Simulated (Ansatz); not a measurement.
C₂H₈O₂Si₂ (`O[SiH](O)/C=C/[SiH3]`). Total charge 0; spin multiplicity 1.

Cartesian coordinates in Å:
```
O 0.701 1.430 2.419
Si -0.388 0.436 1.703
O -1.742 1.230 1.211
C 0.467 -0.248 0.212
C -0.100 -0.261 -0.999
Si 0.732 -0.940 -2.522
H 0.464 1.841 3.251
H -0.816 -0.620 2.667
H -2.563 1.009 1.651
H 1.471 -0.657 0.328
H -1.101 0.161 -1.097
H -0.075 -2.043 -3.112
H 2.076 -1.456 -2.153
H 0.873 0.118 -3.559
```

Task: Give the diagnostics of a CCSD(T)/def2-TZVPP run (frozen core, Ansatz 0.2.0). (Estimate.)

Result: Ansatz gave: T1 = 0.0120, largest single amplitude 0.010, largest double 0.059, (T) share of the correlation energy 3.8 %, 9 CCSD cycles. The RHF solution is stable towards an unrestricted one. T1 lies under the customary mark of 0.02 for closed shells.
